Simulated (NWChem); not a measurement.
# Basis-set convergence for CH$_{3}$ClGe

```xyz
6

Ge     0.1871     0.1192     0.6634
Cl    -1.0233    -0.9430    -0.8761
C      1.2063     1.2845    -0.6171
H      1.9361     1.9293    -0.0867
H      0.4961     1.9241    -1.1842
H      1.7394     0.6554    -1.3613
```
Charge 0, spin multiplicity 1.

All runs are NWChem calculations. All single points use one geometry, from PBE/def2-SVP, a minimum by its harmonic frequencies.

Quantity: LUMO energy at the level B3LYP.

The Hamiltonian is non-relativistic. B3LYP has NWChem's definition, with VWN1-RPA local correlation. The Pople sets run with spherical d functions. The structure started from a generated list of species.

Relative cost: rough, from shared machines, SCF included, pcseg-1 = 1.

| basis | functions | LUMO energy (eV) | relative cost |
|---|---|---|---|
| pcseg-1 | 74 | -3.08 | 1 |
| cc-pVDZ | 74 | -2.89 | 3 |
| def2-SVP | 79 | [?] | under 3 |
| 6-311G** | 106 | [?] | under 3 |
| def2-SVPD | 109 | -3.02 | under 3 |
| aug-cc-pVDZ | 113 | -3.03 | 9 |
| aug-pcseg-1 | 113 | -3.08 | 4 |
| def2-TZVP | 134 | [?] | 4 |
| pcseg-2 | 149 | -3.00 | 6 |
| def2-TZVPD | 164 | -3.00 | 9 |

Question: Complete the blanks.

Answer: 
- def2-SVP, LUMO energy (eV): -2.82
- 6-311G**, LUMO energy (eV): -3.05
- def2-TZVP, LUMO energy (eV): -2.95
